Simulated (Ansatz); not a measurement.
`C/C=C(\C)I` and `C/C=C(/C)F` differ in one atom or group (the configuration at the double bond changes too).

Ansatz, PBE0-D4/def2-TZVP geometries, multiplicity 1. 

Elements past krypton have def2 core potentials.

```json
{"property": "size of the dipole moment (PBE/def2-TZVPP) / D", "`C/C=C(\\C)I`": "2.06"}
{"property": "ideal-gas entropy at 298 K and 1 bar (rigid rotor, harmonic PBE0-D4/def2-TZVP) / J/(mol·K)", "`C/C=C(\\C)I`": "350"}
{"property": "size of the dipole moment (ωB97M-V/def2-TZVPP) / D", "`C/C=C(\\C)I`": "2.07"}
{"property": "LUMO energy (PBE0/def2-TZVPP) / eV", "`C/C=C(\\C)I`": "-0.55"}
{"property": "HOMO energy (PBE0/def2-TZVPP) / eV", "`C/C=C(\\C)I`": "-6.66"}
{"property": "HOMO energy (ωB97M-V/def2-TZVPP) / eV", "`C/C=C(\\C)I`": "-8.76"}
```

(1) Give the same properties after the change, and the shifts. (Estimate.)

Answers

(1) Ansatz gave: 
| property | `C/C=C(/C)F` | shift |
| --- | --- | --- |
| size of the dipole moment (PBE/def2-TZVPP) / D | 1.28 | -0.78 |
| ideal-gas entropy at 298 K and 1 bar (rigid rotor, harmonic PBE0-D4/def2-TZVP) / J/(mol·K) | 318 | -32 |
| size of the dipole moment (ωB97M-V/def2-TZVPP) / D | 1.40 | -0.67 |
| LUMO energy (PBE0/def2-TZVPP) / eV | 0.85 | 1.40 |
| HOMO energy (PBE0/def2-TZVPP) / eV | -6.86 | -0.20 |
| HOMO energy (ωB97M-V/def2-TZVPP) / eV | -9.09 | -0.33 |

With PBE0 the HOMO falls by 0.20 eV and the LUMO rises by 1.40 eV, so the gap widens by about 1.60 eV. PBE moves the HOMO by -0.07 eV and ωB97M-V by -0.33 eV. Dipoles are sizes alone; their direction can turn.

Spin–orbit coupling is left out; it splits and shifts lone-pair levels of the heavy atoms by tenths of an eV.
